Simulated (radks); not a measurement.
The numbers below are computed, except where a source is named.
Species: Gd+. Configuration: [Xe] 4f6.5 5d1.5 6s1 (fractional occupations, a model configuration).

Code: a radial shooting solver on a logarithmic mesh with Libxc functionals. Model: Dirac Kohn-Sham, PBE, spin-unpolarised, spherical densities, finite nucleus; open shells fill j = l - 1/2 first; Fermi nuclear charge, rms radius 5.1569 fm.

Energy parts (hartree):
total: -11278.9428
kinetic: 12297.8370
electron-nucleus: -27684.4366
Hartree: 4357.1139
exchange-correlation: -249.4571

Orbitals (lengths in bohr, moments of r in powers of bohr; <r^-3> diverges for s and p1/2; r(90%) holds 90 % of the orbital's charge):
| orbital | occ. | eigenvalue (hartree) | r(90%) | <1/r> | <r^-3> | small-component weight |
|---|---|---|---|---|---|---|
| 1s1/2 | 2 | -1839.364 | 0.0396 | 71.65 | - | 5.68e-02 |
| 2s1/2 | 2 | -303.8538 | 0.144 | 17.09 | - | 1.26e-02 |
| 2p1/2 | 2 | -288.5577 | 0.128 | 17.07 | - | 1.26e-02 |
| 2p3/2 | 4 | -262.9872 | 0.137 | 15.09 | 9903 | 1.17e-02 |
| 3s1/2 | 2 | -67.65362 | 0.358 | 6.230 | - | 3.98e-03 |
| 3p1/2 | 2 | -61.02050 | 0.351 | 6.146 | - | 3.92e-03 |
| 3p3/2 | 4 | -55.77586 | 0.369 | 5.643 | 2099 | 3.66e-03 |
| 3d3/2 | 4 | -44.31496 | 0.341 | 5.520 | 352.5 | 3.54e-03 |
| 3d5/2 | 6 | -43.17255 | 0.347 | 5.395 | 313.4 | 3.46e-03 |
| 4s1/2 | 2 | -13.92009 | 0.794 | 2.606 | - | 1.27e-03 |
| 4p1/2 | 2 | -11.33573 | 0.821 | 2.500 | - | 1.19e-03 |
| 4p3/2 | 4 | -10.16587 | 0.863 | 2.330 | 469.3 | 1.10e-03 |
| 4d3/2 | 4 | -5.90518 | 0.944 | 2.114 | 67.09 | 9.36e-04 |
| 4d5/2 | 6 | -5.69316 | 0.959 | 2.072 | 58.83 | 9.11e-04 |
| 4f5/2 | 6 | -0.67565 | 1.42 | 1.558 | 8.521 | 5.52e-04 |
| 4f7/2 | 0.5 | -0.64694 | 1.44 | 1.540 | 8.223 | 5.42e-04 |
| 5s1/2 | 2 | -2.11932 | 1.90 | 1.009 | - | 2.76e-04 |
| 5p1/2 | 2 | -1.39962 | 2.16 | 0.8939 | - | 2.21e-04 |
| 5p3/2 | 4 | -1.23463 | 2.30 | 0.8332 | 65.25 | 1.97e-04 |
| 5d3/2 | 1.5 | -0.33798 | 3.83 | 0.5369 | 4.124 | 8.34e-05 |
| 5d5/2 | 0 | -0.32535 | 3.93 | 0.5228 | 3.522 | 7.92e-05 |
| 6s1/2 | 1 | -0.34914 | 5.23 | 0.3501 | - | 3.86e-05 |

The highest occupied level is 5d3/2 at -9.197 eV. The electron density at the nucleus is 6.285e+05 e/bohr^3. Summed over all electrons, <r^2> = 59.99 bohr^2, which gives a Langevin (diamagnetic) susceptibility term of -47.5 x 10^-6 cm^3/mol. The density falls to 0.001 e/bohr^3 at r = 4.60 bohr.
